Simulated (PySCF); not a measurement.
## `C[C@@H](F)[C@H](F)C(=O)Cl`, C4H5ClF2O

Cartesian coordinates in Å; atom numbers follow the order of the lines, from 1:
```xyz
13

C    -1.265    0.516   -0.629
C    -0.653   -0.683    0.070
F    -0.366   -1.673   -0.838
C     0.646   -0.340    0.839
F     0.288    0.329    1.980
C     1.589    0.533    0.035
O     1.753    1.698    0.148
Cl    2.453   -0.413   -1.165
H    -2.216    0.236   -1.075
H    -1.427    1.309    0.095
H    -0.604    0.877   -1.414
H    -1.354   -1.121    0.794
H     1.151   -1.267    1.141
```

Theory: GIAO KT3/pcSseg-1 magnetisability, rotational g tensor and spin-rotation constants, non-relativistic, gas phase (PySCF 2.14.0). Geometry: GFN2-xTB.

Question: What are the magnetisability and the molar susceptibility?

Answer: Isotropic -1127 × 10⁻³⁰ J/T², or -67.9 × 10⁻⁶ cm³/mol; principal values -1226, -1154, -1001 × 10⁻³⁰ J/T², anisotropy 199 × 10⁻³⁰ J/T² (root of half the summed squared differences of the principal values). The susceptibility is in cgs units.

Question: Split it along the inertial axes a, b, c into diamagnetic and paramagnetic parts about the centre of mass, with the quadrupole moment.

Answer: 
| axis | χ (10⁻⁶ cm³/mol) | diamagnetic (10⁻⁶ cm³/mol) | paramagnetic (10⁻⁶ cm³/mol) | summed x² of all electrons (Å²) | quadrupole Θ (D Å) |
| --- | --- | --- | --- | --- | --- |
| a | -67.6 | -652.4 | 584.9 | 150.3 | +3.81 |
| b | -69.9 | -854.8 | 784.9 | 102.6 | -8.58 |
| c | -66.1 | -1073.0 | 1006.8 | 51.2 | +4.76 |

Anisotropies 2χaa − χbb − χcc = +0.9 and 2χbb − χaa − χcc = -6.1 × 10⁻⁶ cm³/mol. Θ is traceless in Buckingham's convention.

Question: And the rotational g tensor?

Answer: 
| axis | rotational constant (GHz) | g | nuclear part | electronic part |
| --- | --- | --- | --- | --- |
| a | 1.9831 | -0.0264 | 0.5185 | -0.5449 |
| b | 1.4919 | -0.0131 | 0.5370 | -0.5501 |
| c | 1.1116 | -0.0158 | 0.5100 | -0.5258 |

Asymmetric top; isotopes 12C, 35Cl, 19F, 1H, 16O; no vibrational averaging.
